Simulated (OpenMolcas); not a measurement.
# Se: effect of the IPEA shift

```
Program             : OpenMolcas 26.06
Basis               : ANO-RCC-VTZP [6s5p3d1f]
Scalar Hamiltonian  : DKH2, point nucleus
Active space        : 6 electrons in 9 orbitals (RAS2 4s 4p; RAS3 4d, at most 2 electrons)
State averaging     : 2S+1 = 3 even, 3 roots; 2S+1 = 1 even, 6 roots; 2S+1 = 3 odd, 3 roots
Spin-orbit coupling : RASSI with atomic mean-field integrals over the reference wave functions, term energies averaged over their components
```

Methods on the same reference wave functions:
A. RASSCF
B. SS-RASPT2, IPEA 0 Eh, imaginary shift 0.1 Eh (closed shells correlated: 3d)
C. SS-RASPT2, IPEA 0.25 Eh, imaginary shift 0.1 Eh (closed shells correlated: 3d)

Energies in cm⁻¹ above 4s² 4p⁴ ³P₂, the measured ground level; measured values from NIST Handbook of Basic Atomic Spectroscopic Data.

```csv
Level,A,B,C,Measured
4s² 4p⁴ ³P₂,0.0,0.0,0.0,0.0
4s² 4p⁴ ³P₁,1788,1804,1804,1989
4s² 4p⁴ ³P₀,2368,2370,2370,2534
4s² 4p⁴ ¹D₂,11198,9970,9980,9576
4s² 4p⁴ ¹S₀,23923,22740,22930,22446
4s 4p⁵ ³P°₂,77895,77830,78310,
```

Deviations, from unrounded energies. A percentage is the sum of absolute deviations over the sum of measured energies, with the sign that they share, or ± where signs differ.

| Against measurement | Levels | A | B | C |
| --- | --- | --- | --- | --- |
| mean absolute deviation (cm-1) | 4 | 870 | 260 | 310 |
| fine structure of the ground term (%) | 2 | -8.1 | -7.8 | -7.7 |
| other terms of the ground configuration (%) | 2 | +9.7 | +2.2 | +2.8 |

B lies closest to measurement on these levels and A furthest from it. The largest miss of B in the table is 4s² 4p⁴ ¹D₂, by +390 cm-1. The ranking rests on the paired levels alone, and a cruder setting can come out closer through cancelling errors.

Between B and C the level of the table that moves most is 4s 4p⁵ ³P°₂, by 480 cm-1 (lowest in B, highest in C). Moves below CASPT2's spread within the term are not significant.

From A to B the spin-free energies of the other terms of 4s² 4p⁴ shown, above ³P, scale by factors of 0.88 to 0.95.

The lowest spin-free term lies below A's lowest term by 0.102 hartree in B, 0.100 hartree in C.

CASPT2 does not keep the components of a term degenerate, so their means are used; among the terms shown or strongly mixed into the levels shown the widest spread is 38 cm-1 (4s² 4p⁴ ¹D, C). Active for correlation alone: 4d; no level in the range computed is led by a configuration that fills it, so any true level of that kind is missing. Some terms mix strongly with configurations of 4d, whose occupation reaches 0.32 (4s 4p⁵ ³P°). Without dynamic correlation excited terms often stand tens of per cent too high (terms of higher spin than the ground term too low), and those without a measured partner can miss by more than the paired ones (holds for A). Measured partners are found by configuration, term and J. A level has none where our copy of the source lacks it or the pairing is in doubt (some pairs that miss far off the trend of their configuration count as doubtful), and it then counts in no deviation. Levels of configurations outside the active space are missing. Levels that lie high or do not pair safely by name in every column are left out.

° marks odd parity.
